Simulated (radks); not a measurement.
All-electron atom: Hg III in [Xe] 4f14 5d6 6p4 (not the ground configuration). Calculated with a radial shooting solver on a logarithmic mesh with Libxc functionals: scalar-relativistic Kohn-Sham, r2SCAN, spin-polarised, spherical densities, finite nucleus; open shells are filled with parallel spins first (spin-orbit coupling, left out, can overturn this in heavy ions); meta-GGA in the generalised Kohn-Sham scheme; Fermi nuclear charge, rms radius 5.4648 fm.

Unscreened Slater integrals over Kohn-Sham orbitals (hartree). They are taken over the spin-up orbitals.

integral,value
"F0(6p,6p)",0.35107
"F2(6p,6p)",0.19319
"F0(6p,5d)",0.42511
"F2(6p,5d)",0.14580
"G1(6p,5d)",0.055787
"G3(6p,5d)",0.049048
"F0(6p,5p)",0.43867
"F2(6p,5p)",0.11565
"G0(6p,5p)",0.020882
"G2(6p,5p)",0.028699
"F0(5d,5d)",0.69283
"F2(5d,5d)",0.36606
"F4(5d,5d)",0.24576
"F0(5d,5p)",0.76871
"F2(5d,5p)",0.39287
"G1(5d,5p)",0.47962
"G3(5d,5p)",0.29976
"F0(5p,5p)",0.88274
"F2(5p,5p)",0.47856

Derived for the open shells (J is the average intra-shell exchange parameter used in DFT+U). 5d: Racah B = F2/49 - 5 F4/441 = 0.004684 hartree, C = 35 F4/441 = 0.01951 hartree, C/B = 4.16, F4/F2 = 0.671, J = (F2 + F4)/14 = 0.04370 hartree. 6p: J = F2/5 = 0.03864 hartree.
